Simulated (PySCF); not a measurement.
Bonds: Mg1-C2 2.093 Å, Mg1-C6 2.088 Å, C6-C7 1.345 Å. C2 carries H3, H4, H5; C6 carries H8; C7 carries H9, H10.

Calculated, not measured (PySCF 2.14.0 with density-fitted response routines): PBE0-D3(BJ)/def2-SVP structure, shieldings: GIAO PBE0/pcSseg-1. Non-relativistic Hamiltonian, single conformer, gas phase, averaged over atoms made equivalent by symmetry, fast rotation or ring inversion.

δ = σ(ref) − σ, references computed at the same level: TMS for 13C (σ = 184.41 ppm) and 1H (σ = 31.27 ppm).

```
   atoms  nucleus  count  δ (ppm)
H3/H4/H5       1H      3    -0.94
      C7      13C      1    147.8
      C6      13C      1        ?
      H8       1H      1     6.53
      C2      13C      1    -23.9
  H9/H10       1H      2        ?
```

Problem. Complete the table.

Solution. 
- C6: 156.5 ppm, carbon bonded to C, Mg, H
- H9/H10: 6.40 ppm, hydrogen on a carbon bonded to C

Shifts are as computed. Against solution values, carbons near 30 ppm lie about +2 ppm off and those near 130 ppm about +5 ppm. Of 1211 compounds with measured shifts, 218 miss one by over three times the rms of a fit or turn the order of signals round; such compounds aren't used in these exercises.
